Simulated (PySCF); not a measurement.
**Electron correlation in F²⁺ (fluorine, charge +2)**

[He] 2s2 2p3, high-spin 4S determinant. Calculation: PySCF 2.14, in dyall-av3z; the non-relativistic Hamiltonian (point nucleus). Frozen: 1s2; 5 electrons correlated; the 14 highest virtual orbitals of each spin left out.

```json
{"level": "CCSD", "correlation energy (mhartree)": "-118.83"}
{"level": "(T)", "correlation energy (mhartree)": "-1.30"}
{"level": "CCSD(T)", "correlation energy (mhartree)": "-120.13"}
```

Diagnostics: T1 = 0.0029, D1 = 0.0074, largest double amplitude 0.027.

Problem. Is a single reference adequate?

Solution. Yes: T1 lies below 0.03 and no double amplitude reaches 0.07.
